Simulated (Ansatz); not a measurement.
Total energies of Ga2Se3 from Ansatz at PBE0-D4/def2-TZVP, gas phase (1 Eh = 27.2114 eV = 2625.5 kJ/mol). The reference geometry is relaxed at r2SCAN-D4/def2-SVP.

```xyz
5

Ga   -0.096   -0.678   -0.654
Ga    0.030    0.358    2.078
Se    0.258    1.686   -0.074
Se    0.129    0.651   -2.475
Se   -0.321   -2.018    1.125
```

| state | geometry | energy (Eh) |
| --- | --- | --- |
| charge 0 singlet | reference | -11053.18871 |
| charge 1 doublet | reference | -11052.88389 |
| charge 0 triplet | relaxed at r2SCAN-D4/def2-SVP | -11053.18621 |
| charge 0 quintet | relaxed at r2SCAN-D4/def2-SVP | -11053.11592 |
| free Ga atom (doublet) | – | -1924.55212 |
| free Se atom (triplet) | – | -2401.20505 |

Q: Work out the vertical ionisation energy to the doublet.

A: E(charge 1 doublet) − E(charge 0 singlet) = -11052.88389 − (-11053.18871) = 0.30482 Eh = 8.29 eV. For comparison, −ε of the highest occupied level is 6.68 eV at this level, 1.61 eV less.

Q: Which of the charge 0 states is lowest, and how far above it are the others?

A: The singlet, but by less than the method's error, so the order isn't settled. triplet: -11053.18621 − (-11053.18871) = 0.00250 Eh = 6.6 kJ/mol; quintet: -11053.11592 − (-11053.18871) = 0.07279 Eh = 191.1 kJ/mol. The triplet differs in its bonds from the reference. The quintet differs in its bonds from the reference.

Q: What is the binding energy per atom against free atoms?

A: Atoms: 2 × (-1924.55212) + 3 × (-2401.20505) = -11052.71939 Eh. Binding: -11052.71939 − (-11053.18871) = 0.46932 Eh = 12.77 eV, or 2.55 eV for each of 5 atoms (no zero-point energy, no counterpoise term).

The structure comes from a short search, and lower isomers may exist.
